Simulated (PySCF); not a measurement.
Computed spin Hamiltonian

C5H10F2N (doublet state).
Cartesian coordinates in Å at the GFN2-xTB level; atoms count from 1:
```
atom  x, y, z in Å
C1    -1.544   -0.485    0.716
C2    -0.348   -0.041   -0.164
C3    -0.858    0.989   -1.196
N4     0.242   -1.147   -0.898
C5     0.675    0.594    0.701
C6     2.081    0.178    0.664
F7     2.320   -0.949    1.441
F8     2.901    1.128    1.178
H9    -1.213   -1.215    1.452
H10   -2.314   -0.936    0.093
H11   -1.971    0.367    1.238
H12   -1.663    0.554   -1.784
H13   -1.226    1.877   -0.694
H14   -0.046    1.265   -1.862
H15    0.581   -1.864   -0.268
H16   -0.438   -1.564   -1.521
H17    0.383    1.337    1.421
H18    2.429   -0.083   -0.349
```

The hyperfine couplings belong to this conformer and change with its torsions.

The species is `CC(N)([CH]C(F)F)C` [radical].

Computed with PySCF 2.14.0, UKS B3LYP, pcH-1 on C F H N, non-relativistic, mean-field spin-orbit, GIAO. Isolated species at its GFN2-xTB geometry (one conformer only). The geometry wasn't refined by DFT: couplings that depend on bond lengths, twists or pyramidal angles can differ widely from those at the functional's own minimum. No stability test was run, so a lower SCF solution isn't excluded.

| Property | Result |
| --- | --- |
| g1, g2, g3 | 2.00193, 2.00217, 2.00265 |
| g_iso | 2.00225 |
| Form of g | rhombic: the two nearest values differ by 34 % of g3 − g1 |
| ⟨S²⟩ | 0.7537 (exact 0.7500) |
| α and β electrons | 33, 32 |

Isotropic coupling and dipolar principal values T1 to T3, in 10⁻⁴ cm⁻¹; ρ(0) is the spin density at the nucleus (1 × 10⁻⁴ cm⁻¹ = 2.998 MHz):

```
atom  isotope  a_iso     T1     T2    T3  Mulliken spin population  ρ(0) (bohr⁻³)
  C1      13C   16.9   -1.3   -1.3   2.6                      0.03         0.0450
  C2      13C  -10.1   -0.7    0.3   0.4                     -0.07        -0.0270
  C3      13C   20.8   -1.6   -1.6   3.2                      0.03         0.0556
  N4      14N    1.1   -0.2   -0.1   0.2                      0.00         0.0105
  C5      13C   29.2  -26.5  -26.3  52.9                      1.01         0.0779
  C6      13C   -9.1   -1.1    0.0   1.0                     -0.04        -0.0244
  F7      19F   91.4  -33.8  -32.4  66.2                      0.04         0.0651
  F8      19F    3.8  -11.2   -7.4  18.6                      0.01         0.0027
  H9       1H   -0.7   -1.7   -0.7   2.4                      0.00        -0.0005
 H10       1H    4.5   -0.9   -0.5   1.5                      0.01         0.0030
 H11       1H   -0.8   -1.3   -0.9   2.2                      0.00        -0.0006
 H12       1H    7.5   -1.1   -0.5   1.6                      0.01         0.0051
 H13       1H   -0.5   -1.7   -0.8   2.5                      0.00        -0.0003
 H14       1H   -1.0   -1.8   -0.7   2.5                      0.00        -0.0007
 H15       1H   -0.3   -1.1   -1.0   2.2                      0.00        -0.0002
 H16       1H    0.0   -0.6   -0.5   1.2                      0.00         0.0000
 H17       1H  -20.3  -12.5   -0.4  12.9                     -0.04        -0.0136
 H18       1H   11.3   -2.3   -0.9   3.2                      0.01         0.0076
```

The largest Mulliken spin populations are on C5 (+1.01) and C2 (-0.07). C5 is the only atom above +0.15. The positive populations add up to 1.15 and the negative ones to -0.15, together 2S = 1. The angles at C5 add up to 359.9°, so it is planar; its axial dipolar tensor and the negative coupling of its proton fit spin in a p orbital normal to that plane.

Axes: g3 points within 11° of the C5–C6 bond.

Under fast tumbling the dipolar parts average out, and these isotropic splittings remain: 2 × 19F (F7/F8, I = 1/2, 3 lines) with 5.09 mT, 1 × 1H (H17, I = 1/2, 2 lines) with 2.17 mT, 1 × 1H (H18, I = 1/2, 2 lines) with 1.21 mT, 6 × 1H (H9 (×6), I = 1/2, 7 lines) with 0.16 mT and 1 × 14N (N4, I = 1, 3 lines) with 0.12 mT.

Means are taken over nuclei equivalent by connectivity, which assumes that they swap fast. The six 1H nuclei of mean +4.5 MHz run from -2.9 to 22.6 MHz in the frozen geometry. The 19F value of +142.7 MHz is a mean of couplings from 11.5 to 273.9 MHz in this one geometry, not an average over conformers.

The 13C coupling of C5 (87.6 MHz) shows only in satellite lines or after enrichment, since that isotope makes up about 1.07 % of natural carbon.

β density exceeds α density at some nuclei, such as C2 (-0.0270), C6 (-0.0244) and H17 (-0.0136), spin density in bohr⁻³. In a single determinant that takes different orbitals for the two spins, that is spin polarisation.

The run took 70 s (with the writing of density and orbital grids) on an Arm Neoverse V2 with one thread (shared host), and the process peaked at 0.97 GiB of memory.
